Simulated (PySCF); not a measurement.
**Working out the ionisation energy of V²⁺**

V²⁺ [Ar] 3d3 (4F) → V³⁺ [Ar] 3d2 (3F). All numbers are calculated (PySCF 2.14, no relativity, point nucleus, in def2-TZVPPD (6s6p4d2f1g, 67 functions)). Frozen: [Ne]. Energies in hartree (1 hartree = 27.21139 eV):

```csv
part,V²⁺ (lower),V³⁺ (upper)
UHF,-942.169254,-941.127759
CCSD correlation,-0.300250,-0.269961
(T),-0.005487,-0.004694
```

Task: What does Hartree-Fock give?

Result: (-941.127759) − (-942.169254) = 1.041495 hartree = 28.341 eV.

Task: What do CCSD and CCSD(T) give?

Result: The CCSD correlation energies differ by 0.030289 hartree = 0.824 eV and the triples by 0.000793 hartree = 0.022 eV, so CCSD gives 29.165 eV and CCSD(T) 29.187 eV.

A first-order spin-orbit estimate adds -0.008 eV to CCSD(T) (valence and next inner shell), giving 29.179 eV against 29.311 eV (measured; NIST Atomic Spectra Database, ionization energies).

The calculation is non-relativistic.

What remains against the reference includes basis incompleteness, the frozen core and higher excitations.
